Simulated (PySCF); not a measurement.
# One molecule, several mistakes: BH5OSi2

These are calculations, not measurements. The program is PySCF 2.14.0, an open-source quantum chemistry code, run on an isolated molecule that a program drew, which may never have been made. The molecule is BH5OSi2 (charge 0, singlet), drawn as the SMILES string `B[SiH2][SiH]=O`.

Each row is a Hartree-Fock (HF) and frozen-core CCSD(T) single point in the cc-pV(D+d)Z basis, meant for a local HF minimum. Run 1 is clean. Each other run has one planted mistake out of seven kinds, and not every kind appears here: one electron removed, one electron added, multiplicity raised by two, geometry at a saddle point, minimal basis STO-3G, one bond length entered in bohr, all coordinates scaled. The reference is restricted for singlets and unrestricted otherwise, and also for a bond in bohr. Adding or removing an electron swaps singlet and doublet. Electrons count all cores. HOMO and LUMO are orbital energies over both spins, the gradient is its largest component, and the lowest frequency (negative if imaginary) is given only where the gradient is small. Bond lengths are over the 8 bonds as drawn. T1 is the CCSD diagnostic: over 0.02 (restricted) or 0.045 (unrestricted) a single reference is doubtful.

Geometry of the clean run:
```xyz
9
BH5OSi2, angstrom
B    -2.6945    0.1660    3.2993
Si   -1.1822   -0.3391    2.0344
Si   -1.7236    0.8326    0.0518
O    -2.9626    1.6849    0.0099
H    -2.6068    1.1356    3.9954
H    -3.6988   -0.4838    3.3368
H    -1.1063   -1.7840    1.7002
H     0.1669    0.1041    2.4686
H    -0.8114    0.6899   -1.1094
```

```
run  electrons  basis functions  <S^2>  HOMO (eV)  LUMO (eV)  gradient (hartree/bohr)  lowest frequency (cm^-1)  mean bond (Å)  longest bond (Å)      T1  HF (hartree)  CCSD(T) (hartree)                     mistake
  1         46               99  0.000     -10.59       1.01                  4.8e-06                        56         1.5940             2.366  0.0214    -680.28577         -680.81238                    no fault
  2         46               99  2.026      -6.77       0.19                  1.5e-01                         -         1.5940             2.366  0.0434    -680.19689         -680.68407  multiplicity raised by two
  3         46               33  0.000      -6.97       6.05                  4.5e-02                         -         1.5940             2.366  0.0186    -672.22890         -672.46838        minimal basis STO-3G
  4         46               99  1.006      -9.13       0.27                  1.2e-02                         -         1.8572             4.471  0.0274    -680.20735         -680.71756                           ?
  5         45               99  0.769     -16.04      -6.01                  1.1e-01                         -         1.5940             2.366  0.0532    -679.98003         -680.46138                           ?
```

**Which mistake was planted in run 4, and what did it cost?**

The mean bond changes by a factor of 1.165 and the longest by 1.890, so the molecule wasn't scaled as a whole. A length L in bohr read as angstrom grows by (1/0.5292 - 1) L = 0.890 L. The 8 bonds together grew by 8 x 0.2632 = 2.106 Å, which gives L = 2.367 Å. That is bond Si2-Si3, 2.366 Å in the clean geometry. So the mistake is: one bond length entered in bohr. Subtracting run 1 and multiplying by 627.51 kcal/mol a hartree, the energy moved by 49.2 kcal/mol in HF and 59.5 kcal/mol in CCSD(T).

**Which mistake was planted in run 5, and what did it cost?**

It counts 45 electrons, one fewer than the clean run, at the same geometry and basis. So the mistake is: one electron removed. Subtracting run 1 and multiplying by 627.51 kcal/mol a hartree, the energy moved by 191.9 kcal/mol in HF and 220.3 kcal/mol in CCSD(T).

Cautions from the logs. Run 1: T1 is over the limit, so its CCSD(T) energy is less reliable; run 5: T1 is over the limit, so its CCSD(T) energy is less reliable.
